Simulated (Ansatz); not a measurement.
C$_{2}$H$_{9}$NOSi (`C[SiH2]C(N)O`). The species carries charge 0 and has multiplicity 1.

Cartesian coordinates in Å:
```
C -1.1573 -1.1563 1.4816
Si 0.3694 -0.6904 0.5151
C 0.0290 0.5723 -0.8699
N 1.2201 1.1182 -1.4893
O -0.7253 1.6156 -0.2825
H -1.8941 -1.6397 0.8358
H -0.9168 -1.8433 2.2962
H -1.6135 -0.2594 1.9053
H 0.9833 -1.8899 -0.1272
H 1.4010 -0.0723 1.3988
H -0.5468 0.0950 -1.6785
H 1.5435 0.5511 -2.2605
H 1.9806 1.2389 -0.8310
H -0.6728 2.3602 -0.8940
```

**Question.** What are the harmonic wavenumbers in cm⁻¹ at PBE0-D4/def2-TZVP (Ansatz, finite differences of forces, unscaled)? (Estimate.)

**Answer.** Ansatz gave: 74, 127, 146, 229, 274, 298, 344, 484, 540, 607, 689, 744, 760, 803, 882, 902, 943, 1008, 1106, 1142, 1259, 1275, 1372, 1398, 1448, 1451, 1648, 2193, 2195, 2974, 3054, 3138, 3146, 3528, 3631, 3792.

**Question.** Is this a minimum?

**Answer.** Yes, all 36 modes are real.

**Question.** Give the ideal-gas thermochemistry at 298.15 K and 1 bar (rigid rotor, harmonic oscillator; point group C1, symmetry number 1).

**Answer.** Zero-point energy 296.7 kJ/mol; H(298) − E = 320.1 kJ/mol; entropy 357.7 J/(mol·K), of which translation 165.1, rotation 111.8, vibration 80.7; G(298) − E = 213.5 kJ/mol. Modes under 100 cm⁻¹ are hindered rotations or soft bends, so the harmonic entropy is rough.

**Question.** Rotational constants (cm⁻¹)?

**Answer.** 0.2196, 0.08223, 0.06503.
